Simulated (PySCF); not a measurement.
CrO2Cl2, SMILES [O]=[Cr](=[O])([Cl])[Cl], multiplicity 1.

Coordinates come from a PBE0-D3(BJ)/def2-SVP optimisation. The spin state was assumed, not searched. The isomer is the one that the SMILES or the coordinates give; other isomers of the formula were not compared.

The numbers are results of PySCF with PBE0-D3(BJ)/def2-SVP, not measurements.

Frequencies are harmonic and unscaled.

```json
[
 {"mode": "1", "ν (cm⁻¹)": "141", "IR (km/mol)": "0.0", "moving atoms (share of kinetic energy)": "Cl 78 %, Cr 14 %, O 8 %"},
 {"mode": "2", "ν (cm⁻¹)": "226", "IR (km/mol)": "0.9", "moving atoms (share of kinetic energy)": "O 46 %, Cr 32 %, Cl 23 %"},
 {"mode": "3", "ν (cm⁻¹)": "245", "IR (km/mol)": "0.0", "moving atoms (share of kinetic energy)": "O 81 %, Cl 19 %"},
 {"mode": "4", "ν (cm⁻¹)": "281", "IR (km/mol)": "0.2", "moving atoms (share of kinetic energy)": "O 61 %, Cl 33 %"},
 {"mode": "5", "ν (cm⁻¹)": "379", "IR (km/mol)": "6.7", "moving atoms (share of kinetic energy)": "Cl 54 %, O 46 %"},
 {"mode": "6", "ν (cm⁻¹)": "498", "IR (km/mol)": "10.9", "moving atoms (share of kinetic energy)": "O 45 %, Cr 32 %, Cl 23 %"},
 {"mode": "7", "ν (cm⁻¹)": "509", "IR (km/mol)": "106.9", "moving atoms (share of kinetic energy)": "Cr 58 %, Cl 39 %"},
 {"mode": "8", "ν (cm⁻¹)": "1171", "IR (km/mol)": "144.3", "moving atoms (share of kinetic energy)": "O 69 %, Cr 30 %"},
 {"mode": "9", "ν (cm⁻¹)": "1173", "IR (km/mol)": "97.4", "moving atoms (share of kinetic energy)": "O 80 %, Cr 20 %"}
]
```
